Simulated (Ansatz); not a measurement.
Geometry optimisation, Ansatz, RKS PBE/def2-SVP.

input.yaml

```yaml
crystal:
  periodic: [false, false, false]
  atoms:
    - { symbol: Ta, position_ang: [-0.465959, 0.426876, 0.146683] }
    - { symbol: O, position_ang: [2.595019, -0.52717, 0.176351] }
    - { symbol: H, position_ang: [2.535512, -0.851054, 1.096599] }
    - { symbol: Cl, position_ang: [0.175575, -0.077573, 2.366226] }
    - { symbol: "N", position_ang: [0.07574, 0.439715, -1.755737] }
    - { symbol: H, position_ang: [0.016111, -0.381494, -2.366688] }
    - { symbol: H, position_ang: [0.677265, 1.163862, -2.163793] }
    - { symbol: Cl, position_ang: [-2.519569, 1.422621, 0.234936] }
    - { symbol: Cl, position_ang: [-1.107595, -1.778016, -0.2347] }
    - { symbol: Br, position_ang: [1.011208, 2.593629, 0.25696] }
    - { symbol: H, position_ang: [2.729594, 0.446804, 0.311061] }
basis:
  gaussian: { orbitals: def2-SVP }
hamiltonian:
  xc: pbe
relax:
  f_tol: 0.03
  max_steps: 50
```

Run as:

```bash
$ ansatz run input.yaml --threads 4 --pin off --max-ram 5120MiB --backend cpu --events-out ev --progress --plain --runs-dir out
```

Problem. Where does it end, and by what steps?

Solution. It converged. After 11 steps the energy has fallen by 0.460 eV; O2 moved furthest, 0.57 Å. Joined: Ta1–O2 (3.21 → 2.36 Å).

| step | energy less start (eV) | largest force component (eV/Å) | accepted |
| --- | --- | --- | --- |
| 0 | 0.0000 | 0.833 | yes |
| 1 | -0.1106 | 0.943 | yes |
| 2 | -0.2509 | 0.963 | yes |
| 3 | -0.3784 | 0.778 | yes |
| 4 | -0.4202 | 0.950 | yes |
| 5 | -0.4414 | 0.381 | yes |
| 6 | -0.4526 | 0.451 | yes |
| 7 | -0.4493 | 0.184 | no |
| 8 | -0.4585 | 0.167 | yes |
| 9 | -0.4595 | 0.058 | yes |
| 10 | -0.4598 | 0.035 | yes |
| 11 | -0.4599 | 0.024 | yes |

```xyz
11
Properties=species:S:1:pos:R:3
Ta -0.155 0.378 0.152
O 2.038 -0.484 0.272
H 2.125 -0.694 1.232
Cl 0.183 -0.035 2.513
N 0.151 0.478 -1.816
H 0.037 -0.319 -2.453
H 0.545 1.284 -2.316
Cl -2.264 1.284 0.359
Cl -0.719 -1.860 -0.245
Br 1.143 2.569 0.236
H 2.640 0.279 0.133
```

Whether the end is a true minimum wasn't checked by a vibrational analysis.

The run took 23 s on 4 threads of Intel(R) Xeon(R) 6975P-C (Granite Rapids) (shared host), peak memory 0.31 GiB.
